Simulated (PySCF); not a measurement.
Fe¹⁰⁺ (iron, charge +10): UHF calculation

Configuration: [Ne] 3s2 3p4, high-spin 3P determinant. Calculation: PySCF 2.14, in an even-tempered Gaussian basis (19 s from 0.4 bohr⁻², ratio 2.5; 12 p from 0.52 bohr⁻², ratio 2.5; 5 d from 4.4 bohr⁻², ratio 2.7; 4 f from 6.5 bohr⁻², ratio 2.7); scalar relativity by spin-free X2C-1e.

| Property | Result |
| --- | --- |
| Total energy | -1233.008144 hartree |
| One-electron energy | -1544.6778 hartree |
| Hartree (Coulomb) energy | 359.2231 hartree |
| Exchange energy | -47.5534 hartree |
| ⟨S²⟩ | 2.0031 |
| ⟨L²⟩ | 2.009 |
| Sum of ⟨r⟩ | 6.421 bohr |
| Sum of ⟨r²⟩ | 4.235 bohr² |
| Traceless quadrupole moment −½Σ⟨3z² − r²⟩ along its main axis | -0.248 e·bohr² |

| shell | electrons | mean orbital energy (hartree) | spread (hartree) | rms radius, mean of both spins (bohr) |
| --- | --- | --- | --- | --- |
| 1s α | 1 | -273.42478 | 0 | 0.0675 |
| 1s β | 1 | -273.32358 | 0 | 0.0675 |
| 2s α | 1 | -42.08329 | 0 | 0.286 |
| 2s β | 1 | -42.00689 | 0 | 0.286 |
| 2p α | 3 | -37.18397 | 0.08550 | 0.258 |
| 2p β | 3 | -37.04019 | 0.06922 | 0.258 |
| 3s α | 1 | -12.53257 | 0 | 0.774 |
| 3s β | 1 | -11.97934 | 0 | 0.774 |
| 3p α | 3 | -10.88885 | 0.16934 | 0.785 |
| 3p β | 1 | -10.64899 | 0 | 0.785 |

Densities and radii are taken from the X2C orbitals without a picture-change correction, which distorts them close to the nucleus.

Spin-orbit constants ζ (cm⁻¹) from the X2C one-electron operator on these orbitals: bare nucleus, nucleus screened by l(l+1)(2l+1)/3 electrons, and screened by the Breit-Pauli mean field of the electrons.

| shell | bare | screened nucleus | mean field |
| --- | --- | --- | --- |
| 2p | 71650 | 66140 | 63660 |
| 3p | 11930 | 11010 | 10570 |

To first order the Landé constant is A = -5285 cm⁻¹, so the lowest level has J = 2 and lies 0.655 eV below the centre of the term. This holds in LS coupling only.
